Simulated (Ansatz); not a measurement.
System: PbCl2 (charge 0, singlet). 
Coordinates optimised at B3LYP-D3(BJ)/def2-TZVP (Ansatz, a quantum-chemistry and plane-wave program):
```
Pb
Cl 1 2.4827
Cl 1 2.4827 2 99.63
```
Charge 0, spin multiplicity 1.

Basis-set convergence of Hartree-Fock and CCSD correlation energies (hartree) with Ansatz. Cores are frozen in the correlated levels unless marked. Spin-orbit coupling is left out. Frozen are the shells of the preceding noble gas and the d and f shells that filled before the atom's block. In def2 rows, elements after Kr have scalar-relativistic effective core potentials.

```tsv
basis	functions	E(HF)	E(corr, CCSD)
def2-SVPD	86	-1110.67353	-0.37630
def2-TZVPPD	158	-1110.97886	-0.48626
def2-QZVPPD	246	-1111.00502	-0.52642
```

Extrapolating the two largest sets (X = 3 and 4) as X^-3: E(corr) = (64·(-0.52642) - 27·(-0.48626))/37 = -0.5557 Eh, an estimate of the basis-set limit. The largest set recovers 94.7 % of it, the smallest 67.7 %.
